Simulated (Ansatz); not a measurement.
A structure relaxed at PBE-D4/def2-SVP in Ansatz, charge 0, singlet:

Cartesian coordinates in Å:
```
C -0.343 4.666 3.488
C 0.476 4.119 2.573
C 0.153 3.957 1.113
C -0.012 2.493 0.656
C 1.254 1.637 0.782
C 1.081 0.179 0.335
C 0.818 -0.007 -1.165
C 0.737 -1.471 -1.619
C -0.462 -2.248 -1.062
C -0.540 -3.689 -1.577
C -1.745 -4.451 -1.032
S -1.837 -6.228 -1.472
Au -2.010 -6.211 -3.738
H -0.055 4.747 4.548
H -1.337 5.058 3.209
H 1.461 3.741 2.906
H -0.778 4.518 0.881
H 0.961 4.425 0.505
H -0.832 2.023 1.244
H -0.356 2.498 -0.401
H 2.075 2.109 0.195
H 1.596 1.643 1.840
H 0.256 -0.279 0.925
H 1.996 -0.393 0.607
H -0.123 0.511 -1.453
H 1.628 0.503 -1.732
H 1.676 -1.998 -1.337
H 0.697 -1.504 -2.730
H -1.401 -1.708 -1.324
H -0.423 -2.260 0.049
H 0.389 -4.241 -1.316
H -0.593 -3.693 -2.689
H -1.705 -4.497 0.082
H -2.698 -3.947 -1.291
```

**Question.** Give its formula, name or SMILES.

**Answer.** `C=CCCCCCCCCC[S][Au]`.

**Question.** Summarise the bond lengths by kind (pairs closer than 1.2 times the sum of covalent radii, bridged metal pairs left out).

**Answer.** 10 × C–C 1.34 to 1.54 Å; 1 × C–S 1.83 Å; 1 × Au–S 2.27 Å; 21 × C–H 1.10 to 1.11 Å. The metal has 1 neighbour: S 2.27 Å.

In the def2 sets Au takes a core potential; there is no spin–orbit coupling. The restricted singlet is unstable towards broken spin symmetry in Hartree–Fock (as tested in another run); at PBE-D4/def2-SVP this wasn't settled.
